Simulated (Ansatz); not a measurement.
Ge₅H₃. The state is a doublet with charge 0. Geometry PBE0-D4/def2-SVP, basis def2-TZVP, Ansatz.

```tsv
atom	x (Å)	y (Å)	z (Å)
Ge1	0.645	1.788	-0.136
Ge2	-1.618	0.415	-1.262
Ge3	0.338	-2.076	1.397
Ge4	0.636	-0.716	-0.644
Ge5	0.458	0.312	1.842
H6	1.745	-2.612	1.834
H7	-1.017	1.022	-2.606
H8	-1.186	1.868	-0.426
```

| run | HOMO (eV) | LUMO (eV) |
| --- | --- | --- |
| A | -4.92 | -4.36 |
| B | -6.04 | -3.66 |
| C | -5.76 | -3.74 |
| D | -5.26 | -4.29 |

Another isomer (doublet) lies 1.13 eV lower at PBE0-D4/def2-TZVP; other spin states weren't run for this one.

HOMO and LUMO are taken over both spins.

Problem. The runs used PBE, PBE0, r2SCAN, r2SCAN0. Estimate which is which.

Solution. A PBE (0 % exact exchange); B r2SCAN0 (25 % exact exchange); C PBE0 (25 % exact exchange); D r2SCAN (0 % exact exchange). Exact exchange lowers occupied and raises empty levels; among semilocal functionals meta-GGAs tend to open the gap a little, and such runs are hard to tell apart. The gap grows from 0.56 eV (PBE) to 2.37 eV (r2SCAN0). At r2SCAN0-D4/def2-TZVP the charge 0 doublet is spin-contaminated (final ⟨S²⟩ up to 0.84, 0.75 for a pure state).
